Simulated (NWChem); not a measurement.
Molecule: C2H4F2OSi; SMILES C=CO[SiH](F)F

```xyz
10

C      0.5356    -2.4268     0.0849
C     -0.6126    -1.8271    -0.2282
O     -0.8019    -0.4886    -0.3673
Si     0.0033     0.7497     0.3552
F     -0.6461     2.0904    -0.2296
F      1.5558     0.7399    -0.0636
H      1.4643    -1.8709     0.2374
H      0.5650    -3.5139     0.1675
H     -1.5328    -2.3876    -0.4209
H     -0.0976     0.7202     1.8218
```
Atoms are numbered in this order, from 1.

Level: PBE0/def2-SVP (NWChem), optimised geometry, unscaled harmonic frequencies. 

```tsv
frequency (cm⁻¹)	IR intensity (km/mol)
41	0.6
110	1.6
115	1.0
261	4.3
289	17.6
394	62.2
539	8.0
714	25.9
771	35.3
823	50.9
835	28.8
887	64.1
927	216.8
994	136.8
997	19.3
1020	175.0
1255	281.5
1354	77.0
1408	16.4
1731	162.3
2365	76.7
3184	3.7
3214	10.4
3295	0.7
```

```json
{
 "zero_point_energy": "39.3 kcal/mol",
 "thermal correction to the enthalpy at 298.15 K (with zero-point energy)": "44.4 kcal/mol",
 "heat capacity Cv": "23.1 cal/(mol K)",
 "entropy at 298.15 K and 1 atm (symmetry number 1)": "85.1 cal/(mol K)",
 "dipole_moment": "1.99 D"
}
```

Rigid rotor and harmonic oscillator; modes under 100 cm⁻¹ make the entropy uncertain.
